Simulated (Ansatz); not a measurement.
`[F][Al]([F])[SH]` and `[F][Al]([F])[SeH]` differ in one element.

Ansatz, PBE0-D4/def2-TZVP geometries, multiplicity 1. Each molecule was computed in one conformer, which needn't be the lowest.

Scalar relativity is left out up to krypton.

```
                               property  `[F][Al]([F])[SH]`
HOMO–LUMO gap (ωB97M-V/def2-TZVPP) / eV               11.10
     HOMO energy (PBE0/def2-TZVPP) / eV               -8.36
      HOMO energy (PBE/def2-TZVPP) / eV               -7.11
    HOMO energy (B3LYP/def2-TZVPP) / eV               -8.09
  LUMO energy (ωB97M-V/def2-TZVPP) / eV                0.56
    LUMO energy (B3LYP/def2-TZVPP) / eV               -1.41
```

Question: What does the change do to each property? (Best estimate.)

Answer: The calculation gave: 
```
                               property  `[F][Al]([F])[SeH]`  shift
HOMO–LUMO gap (ωB97M-V/def2-TZVPP) / eV                10.52  -0.58
     HOMO energy (PBE0/def2-TZVPP) / eV                -7.91   0.45
      HOMO energy (PBE/def2-TZVPP) / eV                -6.75   0.36
    HOMO energy (B3LYP/def2-TZVPP) / eV                -7.65   0.44
  LUMO energy (ωB97M-V/def2-TZVPP) / eV                 0.48  -0.08
    LUMO energy (B3LYP/def2-TZVPP) / eV                -1.48  -0.07
```

With PBE0 the HOMO rises by 0.45 eV and the LUMO falls by 0.08 eV, so the gap narrows by about 0.53 eV. PBE moves the HOMO by 0.36 eV and ωB97M-V by 0.51 eV.

B3LYP here is the variant with VWN-RPA as its local correlation; programs differ in this.

Spin–orbit coupling is left out; it splits and shifts lone-pair levels of the heavy atoms by tenths of an eV.
